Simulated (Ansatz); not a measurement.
AsH2(OMe) (CH₅AsO): single points at one geometry.

```yaml
crystal:
  periodic: [false, false, false]
  atoms:
    - {symbol: As, position_ang: [1.066226, 1.155298, 0.250828]}
    - {symbol: H, position_ang: [2.008504, 1.409030, -0.923330]}
    - {symbol: H, position_ang: [0.055753, 2.186794, -0.289008]}
    - {symbol: O, position_ang: [0.342893, -0.316450, -0.526889]}
    - {symbol: C, position_ang: [-0.664408, -0.967208, 0.230337]}
    - {symbol: H, position_ang: [-0.339112, -1.186236, 1.254691]}
    - {symbol: H, position_ang: [-0.885361, -1.909125, -0.272247]}
    - {symbol: H, position_ang: [-1.584477, -0.372103, 0.275629]}
basis:
  gaussian: {orbitals: def2-TZVP, initial_orbitals: start.molden}
hamiltonian: {xc: pbe0, dispersion: d4}
scf: {omitted_lower_state_checks: [starts]}
output: {orbitals: {seedname: orbitals}}
```

The file start.molden holds the orbitals of an earlier run on this structure, at another level or in another basis.

```sh
$ ansatz run in.yaml --threads 4 --pin off --events-out ev --progress --plain --max-ram 3916MiB
```

Shortened log:

```
Functional definition: PBE0
974 factors; their error is unknown
mean field evaluation 1: about -63994.2790 eV, gradient 1.5e2 eV
mean field evaluation 2: about -63996.3309 eV, gradient 2.9e0 eV
mean field evaluation 4: about -63996.6024 eV, gradient 4.8e-1 eV
mean field evaluation 8: about -63996.6026 eV, gradient 1.4e-5 eV
mean field -63996.60259226 eV, -2351.8317668102 hartree, gradient 1.4e-5 eV, S^2 0.000000; 0 other end points of the search recorded, 0 dependent functions left out
reference -63996.60261986 eV, -2351.8317678245 hartree; 26, 26 occupied and 114, 114 virtual orbitals, 974 factors
Total energy: -63996.70611206 eV, -2351.8355710927 hartree
Checks for a lower state left out: starts
```

Run time 1.4 s (4 threads of Arm Neoverse V1 on a shared host).

As the first input, with `hamiltonian: {xc: {name: wB97M-V}}` (abridged; 3.9 s):

```
Functional definition: wB97M-V
mean field -64002.69165556 eV, -2352.0555357592 hartree, gradient 1.3e-5 eV, S^2 0.000000
Total energy: -64002.69169758 eV, -2352.0555373034 hartree
Checks for a lower state left out: starts
```

First input, but with `hamiltonian: {xc: pbe, dispersion: d4}` (abridged; 0.9 s):

```
Functional definition: PBE
mean field -63994.68830621 eV, -2351.7614180955 hartree, gradient 1.2e-5 eV, S^2 0.000000
Total energy: -63994.81256467 eV, -2351.7659845096 hartree
Checks for a lower state left out: starts
```

As the first input, with `hamiltonian: {xc: {name: B2PLYP}}` and without the key `output` (abridged; 2 s):

```
Functional definition: B2PLYP
mean field -63988.92754776 eV, -2351.5497141275 hartree, gradient 3.0e-6 eV, S^2 0.000000
11 core orbitals not correlated: weight in the atoms' cores, before any rotation towards them, 1.000 or more for the frozen orbitals, at most 0.000 for the correlated occupied ones
second order -22.28744038 eV of doubles, -0.00000000 eV of singles
Total energy: -63994.94531355 eV, -2351.7708629412 hartree
Checks for a lower state left out: starts
```

The first input with `hamiltonian: {xc: r2scan, dispersion: d4}` (abridged; 1.9 s):

```
Functional definition: r2SCAN
mean field -64005.62112587 eV, -2352.1631918075 hartree, gradient 2.6e-5 eV, S^2 0.000000
Total energy: -64005.65037867 eV, -2352.1642668280 hartree
Checks for a lower state left out: starts
```

As the first input, with `hamiltonian: {xc: hf}`, `output: {forces: true, orbitals: {seedname: orbitals}}` (abridged; 0.85 s):

```
Functional definition: HF
mean field -63943.08534568 eV, -2349.8650442739 hartree, gradient 2.2e-5 eV, S^2 0.000000
Total energy: -63943.08534568 eV, -2349.8650442739 hartree
Atom 0 force    -0.452053    -0.523299    -1.216410 eV/Å
Atom 1 force    -0.075378    -0.055733     0.348214 eV/Å
Atom 2 force     0.189691    -0.259766     0.243908 eV/Å
Atom 3 force    -0.180122     0.630138     1.172437 eV/Å
Atom 4 force     0.235836     0.006668    -0.340455 eV/Å
Atom 5 force    -0.051404     0.098427    -0.343549 eV/Å
Atom 6 force     0.026975     0.258763     0.168434 eV/Å
Atom 7 force     0.306455    -0.155198    -0.032580 eV/Å
Dipole moment:    -0.092470     0.104292     0.191280 e Å
Checks for a lower state left out: starts
```

First input, but with `gaussian: {orbitals: def2-SVP, initial_orbitals: start.molden}` (abridged; 0.85 s):

```
Functional definition: PBE0
mean field -63985.30142217 eV, -2351.4164564698 hartree, gradient 2.9e-5 eV, S^2 0.000000
Total energy: -63985.40493579 eV, -2351.4202605251 hartree
Checks for a lower state left out: starts
```

Geometry: B3LYP-D4/def2-TZVP.

Correlated methods freeze 11 core orbitals; core or outer-core shells of As are correlated, in sets that lack core-valence functions.
